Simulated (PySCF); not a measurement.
Ground-state electric properties of a mixed set of molecules.

All values: PBE0/def2-SVPD (PySCF) at GFN2-xTB geometries, gas phase, one conformer each. Core orbitals are frozen in the response; Δα² is half the sum of the squared differences of the principal polarisabilities.

Question: Rank by dipole moment, lowest first.
A. `[CH3:1][CH2:2]/[CH:3]=[CH:4]/[CH2:5][OH:6]` with C1–C2–C3–C4 -118°, C3–C4–C5–O6 -124°, C4–C5–O6–H 56° (2-penten-1-ol)
B. `O=C1CC=C(C(F)(F)F)O1`
C. `[CH3:1][CH2:2][O:3][CH:4]1[CH2:5][CH2:6]1` with C1–C2–O3–C4 -70°, C2–O3–C4–C5 166°
D. `[CH3:1][C:2](=[O:3])[n:4]1[c:5]([F:6])[cH:7][n:8][c:9]1[Cl:10]` with C1–C2–N4–C5 0°
E. `[O:1]=[c:2]1[c:3]([Cl:4])[c:5]1[CH2:6][OH:7]` with C3–C5–C6–O7 -8°, C5–C6–O7–H 52°

Answer: C (1.27 D), A (2.09 D), E (3.22 D), D (3.57 D), B (3.98 D).

Question: Rank by HOMO energy, highest first.
A. `O=C1CC=C(C(F)(F)F)O1`
B. `CCOC1CC1`
C. `CC1(C)COC1`
D. `CC/C=C/CO`
E. `N#C[SiH2]C#C[SiH3]`

Answer: B (-7.02 eV), C (-7.19 eV), D (-7.36 eV), A (-8.11 eV), E (-8.66 eV).

Question: Rank by polarisability anisotropy Δα, highest first.
A. `[CH3:1][CH2:2]/[CH:3]=[CH:4]/[CH2:5][OH:6]` with C1–C2–C3–C4 -118°, C3–C4–C5–O6 -124°, C4–C5–O6–H 56°
B. `[CH3:1][CH2:2][O:3][CH:4]1[CH2:5][CH2:6]1` with C1–C2–O3–C4 -70°, C2–O3–C4–C5 166°
C. `N#C[SiH2]C#C[SiH3]`
D. `CC1(C)COC1` (3,3-dimethyloxetane)
E. `O=C1CC=C(C(F)(F)F)O1`
F. `[O:1]=[c:2]1[c:3]([Cl:4])[c:5]1[CH2:6][OH:7]` with C3–C5–C6–O7 -8°, C5–C6–O7–H 52°

Answer: C (7.61 Å³), F (5.26 Å³), A (4.40 Å³), E (4.00 Å³), B (2.34 Å³), D (0.25 Å³).

All values together:

| SMILES | formula | μ (D) | HOMO (eV) | LUMO (eV) | α (Å³) | Δα (Å³) | electrons | α per electron (Å³) |
| --- | --- | --- | --- | --- | --- | --- | --- | --- |
| O=c1c(Cl)c1CO | C4H3ClO2 | 3.22 | -7.43 | -1.23 | 10.04 | 5.26 | 60 | 0.167 |
| CC/C=C/CO | C5H10O | 2.09 | -7.36 | 0.11 | 10.25 | 4.40 | 48 | 0.214 |
| O=C1CC=C(C(F)(F)F)O1 | C5H3F3O2 | 3.98 | -8.11 | -1.42 | 9.52 | 4.00 | 76 | 0.125 |
| CCOC1CC1 | C5H10O | 1.27 | -7.02 | 0.90 | 9.45 | 2.34 | 48 | 0.197 |
| CC1(C)COC1 | C5H10O | 2.06 | -7.19 | 0.58 | 9.25 | 0.25 | 48 | 0.193 |
| N#C[SiH2]C#C[SiH3] | C3H5NSi2 | 3.88 | -8.66 | -1.19 | 13.63 | 7.61 | 58 | 0.235 |
| CC(=O)n1c(F)cnc1Cl | C5H4ClFN2O | 3.57 | -7.09 | -1.69 | 12.85 | 7.13 | 82 | 0.157 |

Conformers: `[O:1]=[c:2]1[c:3]([Cl:4])[c:5]1[CH2:6][OH:7]` with C3–C5–C6–O7 -8°, C5–C6–O7–H 52°; `[CH3:1][CH2:2]/[CH:3]=[CH:4]/[CH2:5][OH:6]` with C1–C2–C3–C4 -118°, C3–C4–C5–O6 -124°, C4–C5–O6–H 56°; `[CH3:1][CH2:2][O:3][CH:4]1[CH2:5][CH2:6]1` with C1–C2–O3–C4 -70°, C2–O3–C4–C5 166°; `[CH3:1][C:2](=[O:3])[n:4]1[c:5]([F:6])[cH:7][n:8][c:9]1[Cl:10]` with C1–C2–N4–C5 0°.

Q: How closely does the mean polarisability follow the number of electrons in this set?

A: The correlation coefficient is 0.41; α per electron runs from 0.125 to 0.235 Å³.
